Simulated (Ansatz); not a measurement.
Two isomers of C2H6O2Si: A = `C[SiH](O)C=O`, B = `O=COC[SiH3]`.

Isolated molecules relaxed with PBE0-D4/def2-TZVP in Ansatz; ΔE leaves out vibrations. CCSD(T)/CBS adds triple-zeta CCSD(T) − MP2 to the extrapolated MP2 energy (def2 sets, frozen cores). DFT in def2-TZVPP. B3LYP here is the variant with VWN-RPA as its local correlation; programs differ in this. One conformer a species, not always the lowest.

**Question.** Which is lower in electronic energy at CCSD(T)/CBS, and by how much? (Best estimate.)

**Answer.** The calculation gave: A, by 153.9 kJ/mol.

**Question.** Give E(B) − E(A) in kJ/mol with CCSD(T)/def2-TZVPP, B3LYP-D4, r2SCAN-D4, ωB97M-V, B2PLYP, CCSD/def2-TZVPP, HF/def2-TZVPP. (An estimate is asked.)

**Answer.** Ansatz gave: CCSD(T)/def2-TZVPP 146.0, B3LYP-D4 139.9, r2SCAN-D4 139.2, ωB97M-V 146.8, B2PLYP 144.3, CCSD/def2-TZVPP 148.9, HF/def2-TZVPP 143.0. None reverses the order clearly.

Largest T1 diagnostic: 0.015.

From PBE to PBE0 (25 % exact exchange), in def2-TZVPP and without D4, E(B) − E(A) moves by +7.1 kJ/mol. In def2-TZVPP, CCSD(T) changes the Hartree–Fock value by +3.0 kJ/mol (the triples alone add −2.9 kJ/mol) and MP2 by +9.8 kJ/mol.
